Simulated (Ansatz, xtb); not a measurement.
## C4H3Br: 3 structures ranked

3 gas-phase structures of C4H3Br, from a drawn sample of its isomers (lower ones may exist). Each was relaxed with GFN2-xTB:

A. `C#CC(=C)Br`, a singlet
B. `C#C/C=C/Br`, a singlet
C. `C#C/C=C\Br`, a singlet

Task: Estimate their order in r2SCAN-D4/def2-SVP energy at these geometries, lowest first.

Result: Calculated order at r2SCAN-D4/def2-SVP: C (0.000), B (0.004), A (0.076) eV. Less than 1 kcal/mol parts C and B, so the order within that pair means little.

Energies above the lowest of each column, in eV; the last columns are at B3LYP/def2-SVP geometries:

```json
{"structure": "C", "GFN2-xTB": "0.026", "HF/STO-3G": "0.019", "r2SCAN-D4/def2-SVP": "0.000", "B3LYP/def2-SVP": "0.006", "CCSD(T)/def2-SVP + ΔMP2/def2-TZVPP": "0.000"}
{"structure": "B", "GFN2-xTB": "0.000", "HF/STO-3G": "0.000", "r2SCAN-D4/def2-SVP": "0.004", "B3LYP/def2-SVP": "0.000", "CCSD(T)/def2-SVP + ΔMP2/def2-TZVPP": "0.008"}
{"structure": "A", "GFN2-xTB": "0.061", "HF/STO-3G": "0.077", "r2SCAN-D4/def2-SVP": "0.076", "B3LYP/def2-SVP": "0.087", "CCSD(T)/def2-SVP + ΔMP2/def2-TZVPP": "0.054"}
```

CCSD(T)/def2-SVP + ΔMP2/def2-TZVPP has B and C within 1 kcal/mol of each other at the bottom, and every level picks one of them. ΔMP2 is the change of the MP2 energy from the smaller to the larger basis.

Programs: Ansatz 0.2.0, xtb 6.7.1.
